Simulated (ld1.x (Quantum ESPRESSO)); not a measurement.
**Before and after: TM potential for platinum (Pt)**

platinum, norm-conserving Troullier–Martins (Kleinman–Bylander form), made with ld1.x (Quantum ESPRESSO) 7.5 (PBE, scalar-relativistic). Core [Kr] 4d10 4f14 5s2, reference 5p6 5d9 6s1 6p0. Waves: 6s (bound): rc 1.85 bohr; 5p (bound): rc 1.00 bohr; 5d (bound): rc 2.10 bohr. Local part: the d channel. Core correction: Bessel-smoothed model core inside 0.60 bohr.

Change: all radii but the core radius scaled by about 0.76 (s 1.40, p 0.76, d 1.58 bohr).

Cutoffs: the cutoffs (Ry, on a coarse ladder) from which the occupation-weighted sum of valence levels, in a spherical-Bessel basis at the reference potential, stays within 10 and 1 mRy of its value at 400 Ry; they do not see the model core or the augmentation charge, which bear on the density cutoff. Errors are all-electron minus pseudo energies relative to the spin-unpolarised reference configuration.

What does the change do?

The bound ghosts move from p, s to s; the number of tests that count goes from 7 to 5; of the 5 tests that both files solve, the error grows in 5 and shrinks in 0 by more than 15 % and 0.3 meV (median size 8.8 → 34.3 meV). That the errors move this way runs against the usual rule that smaller radii transfer better.

| quantity | base | changed |
| --- | --- | --- |
| cutoffs, loose and tight | 140 Ry, 230 Ry | not determined |
| bound ghosts | p, s | s |
| tests counted (converged, no solver errors) | 7 of 7 | 5 of 7 |
| error for 5p6 5d9 6s0 6p0, meV [ΔE 9.19 eV] | -10 | -40 |
| error for 5p6 5d8 6s0 6p0, meV [ΔE 29.16 eV] | -8.8 | -34 |
| error for 5p6 5d9.5 6s0.5 6p0, meV [ΔE -0.12 eV] | -5.0 | -14 |
| error for 5p6 5d6 6s0 6p0, meV [ΔE 107.03 eV] | -61 | -81 |
| error for 5p6 5d9 6s0.5 6p0, meV [ΔE 3.69 eV] | -3.1 | -9.6 |

Changed file: Tests not counted: 5p6 5d7 6s0 6p0 (solver errors, printed error -41 meV); 5p5 5d9 6s1 6p0 (solver errors, printed error -1.6 eV). These tests converged, but a pseudo level misses the all-electron one widely, so the file describes the atom poorly there or has found another state: 5p6 5d6 6s0 6p0: empty 6s by 6.6 eV. A true bound ghost makes a file unfit for plane-wave use even where its test errors are small: the radial tests pick states by their node count and pass the ghost by. Where a test does run into it, the solver fails or the error is huge.
